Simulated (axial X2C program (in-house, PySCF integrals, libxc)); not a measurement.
ErH⁺: a free-ion multiplet in an axial field

Calculated with an axial X2C code built on PySCF integrals: two-component X2C with atomic mean-field Coulomb and Gaunt terms, basis Er dyall-v3z, H dyall-v3z (cores contracted in-house). Orbitals come from Hartree–Fock averaged over the configuration Er f12 s0; CI then distributes these electrons over the f, s shells of Er.

R = 2.013 Å.

Problem. Which level do Hund's rules give for f12, how many Ω levels does it split into, and what is its Landé factor?

Solution. S = 1, L = 5, J = 6 (3H6). It gives Ω = 0 to 6, 7 levels. gJ = 3/2 + [S(S+1) − L(L+1)]/[2J(J+1)] = 1.167, so g∥ = 2gJΩ.

The computed levels compare thus:

```
Ω  energy (cm⁻¹)  g∥ computed   2gJΩ
0              0         0.00   0.00
1             25         2.35   2.33
2            100         4.69   4.67
3            225         7.04   7.00
4            398         9.36   9.33
5            608        11.68  11.67
6            833        13.99  14.00
```

The 7 lowest levels are just these Ω; they span 833 cm⁻¹, the lowest has Ω = 0, and the next level lies at 6486 cm⁻¹. Departures of g∥ from 2gJΩ come from intermediate coupling and from mixing with the higher-lying level J − 1 of the term. The computed g∥ is the magnitude of 2⟨Lz + ge Sz⟩.

Dynamic correlation is missing, so gaps between terms are too wide and other configurations may lie lower; the lowest level listed is that of this model, not necessarily the ground state. At most 4 roots were kept for each Ω > 0 (twice that for Ω = 0) within 2.2 eV of the lowest, so higher up levels can be missing between those listed; levels with Ω > 0 are doubly degenerate and listed once, Ω = 0 levels singly. States that fill the shells left empty in the average are placed too high.
